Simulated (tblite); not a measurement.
Compound: C₅H₁₁BrGeSi.
Atom-mapped SMILES: `[CH3:1][SiH2:2][C@@:3]1([Br:4])[CH:5]=[CH:6][C@@H:7]1[GeH3:8]` (hydrogens: H9, H10, H11 on C1; H12, H13 on Si2; H14 on C5; H15 on C6; H16 on C7; H17, H18, H19 on Ge8)

Computed with GFN2-xTB (tblite), gas phase: L-BFGS steps from a force-field or distance-geometry start until the largest atomic force falls under 0.01 eV/Å.

Geometry at step 11:
```
atom  x, y, z in Å
C1     -2.4919    0.6357    0.8844
Si2    -1.6844    0.6931   -0.8307
C3     -0.0715   -0.3341   -0.7939
Br4    -0.5125   -2.2156   -0.3989
C5      0.8610   -0.1677   -1.9389
C6      1.8238    0.3774   -1.1945
C7      1.0717    0.2244    0.0921
Ge8     1.9041   -0.9996    1.3976
H9     -3.3933    1.2394    0.8966
H10    -1.8353    1.0167    1.6627
H11    -2.7705   -0.3759    1.1639
H12    -1.2396    2.0576   -1.1597
H13    -2.5373    0.1149   -1.8738
H14     0.7399   -0.3939   -2.9799
H15     2.7885    0.8063   -1.3978
H16     0.8224    1.1616    0.6048
H17     3.0621   -0.2497    2.0051
H18     2.4686   -2.2143    0.7457
H19     0.9845   -1.3672    2.5207
```

**Question.** What forces act on the atoms?

**Answer.** 
```tsv
atom	Fx (eV/Å)	Fy (eV/Å)	Fz (eV/Å)
C1	0.012	-0.011	-0.025
Si2	0.018	0.013	0.023
C3	0.040	0.163	0.080
Br4	-0.032	-0.028	0.061
C5	0.039	-0.030	0.009
C6	-0.063	0.104	0.052
C7	-0.042	-0.040	0.084
Ge8	0.089	-0.054	0.056
H9	-0.019	0.004	-0.013
H10	0.048	0.016	-0.027
H11	-0.008	-0.046	-0.027
H12	-0.059	-0.043	-0.013
H13	0.032	0.031	0.053
H14	0.011	-0.059	-0.079
H15	-0.004	0.037	-0.048
H16	0.034	0.019	-0.108
H17	-0.070	-0.036	-0.016
H18	-0.018	-0.033	0.019
H19	-0.009	-0.007	-0.080
```

The largest, 0.19 eV/Å, acts on C3; the rms over all components is 0.050 eV/Å. The forces sum to zero within rounding, as they must for an isolated molecule in no field.

**Question.** Give the force on C3 in Eh/bohr and in nN.

**Answer.** 0.186 eV/Å ÷ 51.422 = 0.00362 Eh/bohr, and 0.186 eV/Å × 1.602 = 0.30 nN.

**Question.** How far is this geometry from the end of the optimisation?

**Answer.** 0.019 eV above it, and 0.053 Å rms away after alignment. The bonds farthest from their final lengths, with half the difference of the two atoms' forces along the bond (positive lengthens):

```json
{"bond": "C3–Br4", "now (Å)": "1.972", "final (Å)": "1.981", "force along bond (eV/Å)": "+0.10"}
{"bond": "C7–Ge8", "now (Å)": "1.974", "final (Å)": "1.979", "force along bond (eV/Å)": "+0.02"}
{"bond": "Ge8–H17", "now (Å)": "1.507", "final (Å)": "1.503", "force along bond (eV/Å)": "-0.07"}
{"bond": "Si2–H12", "now (Å)": "1.472", "final (Å)": "1.469", "force along bond (eV/Å)": "-0.03"}
{"bond": "C1–Si2", "now (Å)": "1.897", "final (Å)": "1.893", "force along bond (eV/Å)": "-0.02"}
{"bond": "Ge8–H19", "now (Å)": "1.497", "final (Å)": "1.494", "force along bond (eV/Å)": "-0.03"}
```

The angle farthest from its final value is C3–C7–Ge8, 117.7° against 115.5°.

The cost below is that of the whole relaxation. Time: 0.45 s. Hardware: an Arm Neoverse V1 with one thread, on a shared host.
